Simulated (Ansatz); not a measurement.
Input for Ansatz (development build ahead of 0.2.0):

```yaml
crystal:
  periodic: [false, false, false]
  atoms:
    - { symbol: B, position_ang: [0.0, 0.0, 0.0] }
    - { symbol: F, position_ang: [0.81027, 0.81027, 0.81027] }
    - { symbol: F, position_ang: [0.81027, -0.81027, -0.81027] }
    - { symbol: F, position_ang: [-0.81027, 0.81027, -0.81027] }
    - { symbol: F, position_ang: [-0.81027, -0.81027, 0.81027] }
basis:
  gaussian: { orbitals: def2-TZVP }
total_charge: -1
hamiltonian:
  xc: hf
correlation:
  method: mp2
  frozen_orbitals: { B: 1, F: 1 }
```

The input is written out in the form of the current development build from the run's settings.

Output:

| Quantity | Value |
| --- | --- |
| Converged | yes |
| Reference energy | -422.92947 hartree |
| Correlation energy | -1.11317 hartree |
| Total energy | -424.04264 hartree |
| Spin squared of the determinant | 0.000 |

Caution: no diffuse functions for an anion.
